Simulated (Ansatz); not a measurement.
System: sum formula ZnOH (charge 0, doublet). The spin state was set by rule; other spins were not relaxed. 
Geometry from a B3LYP-D3(BJ)/def2-TZVP (Ansatz, a program for electronic structure) optimisation:
```
O
H 1 0.9650
Zn 1 1.8444 2 112.91
```
Charge 0, spin multiplicity 2.

Parts of the frozen-core correlation energy in 6-31G (Ansatz, hartree). Frozen orbitals: 10; correlated occupied orbitals by spin: 10 and 9; virtual: 20 and 21. UHF or UKS for open shells. No spin-orbit coupling. Non-relativistic.

| term | value |
|---|---|
| reference (HF) | -1852.89405 |
| MP2 opposite-spin | -0.22654 |
| MP2 same-spin | -0.10603 |
| CCSD correlation | -0.31530 |
| (T) | -0.00606 |
| T1 diagnostic | 0.023 |
| largest doubles amplitude | 0.048 |
| <S^2> of the reference | 0.755 |
